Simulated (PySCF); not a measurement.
Input of a run (PBE0-D3(BJ)/def2-SVP geometry optimisation, gas phase (PySCF 2.14.0)), started from GFN2-xTB:
```
{"job": {"xc": "PBE0", "basis": "def2-SVP", "d3": "d3bj", "grid": 1, "maxiter": 40, "shake": 0.03, "kind": "geom"}, "charge": 0, "multiplicity": 1}
B      0.060030    -0.075380     0.018800
Si     1.952900     0.011780    -0.017840
H      2.556880     1.339310     0.033700
H      2.613590    -0.589140    -1.243570
H      2.540510    -0.757010     1.078640
Si    -1.019920     1.710350     0.006370
H     -0.538840     2.613490     1.075720
H     -2.421450     1.615470     0.170130
H     -0.828070     2.448550    -1.192680
Si    -0.970170    -1.727520     0.034640
H     -0.165090    -2.946570    -0.068190
H     -1.912490    -1.827620    -1.081770
H     -1.837240    -1.867800     1.208250
```

Output (energies in Eh, forces in Eh/bohr):
```
step   0  E = -897.96125875  max force = 0.039114
step   1  E = -897.97777178  max force = 0.011513
step   2  E = -897.97857888  max force = 0.003164
step   3  E = -897.97871764  max force = 0.000534
step   4  E = -897.97874319  max force = 0.000704
step   5  E = -897.97877855  max force = 0.000275
step   6  E = -897.97878652  max force = 0.000160
optimisation converged
```

Q: Summarise the run.

A: The energy falls by 46.0 kJ/mol over 7 energy and gradient evaluations, the largest force component goes from 0.0391 to 1.6e-04 Eh/bohr, and the atoms move by 0.091 Å rms after alignment. The bond that changes most is B1–Si2 (ends: boron bonded to 3 Si; silicon bonded to B and 3 H), which lengthens by 0.115 Å. Bonds longer at the end by more than 0.005 Å: 10 of 12; shorter: 2. Among the angles that change most is B1–Si2–H4, from 115.6° to 107.8°. The energy never rose by more than 1e-6 Eh on the way. The first step brought 94 % of the lowering.

Q: What are the final bond lengths?

A: B1–Si2 2.010 Å, B1–Si6 2.010 Å, B1–Si10 2.010 Å, Si2–H3 1.496 Å, Si2–H4 1.501 Å, Si2–H5 1.500 Å, Si6–H7 1.499 Å, Si6–H8 1.496 Å, Si6–H9 1.502 Å, Si10–H11 1.496 Å, Si10–H12 1.500 Å, Si10–H13 1.501 Å. Numbering counts from 1 in the input's order; the species is `[SiH3]B([SiH3])[SiH3]` (B(SiH3)3).

The run used 113 basis functions and 42 SCF cycles in all. Time: 32 s of wall time; peak memory 0.44 GiB. Hardware: Arm Neoverse V2, one thread, shared host.

No PBE0-D3(BJ)/def2-SVP frequencies stand behind this structure, so it isn't proved a minimum.
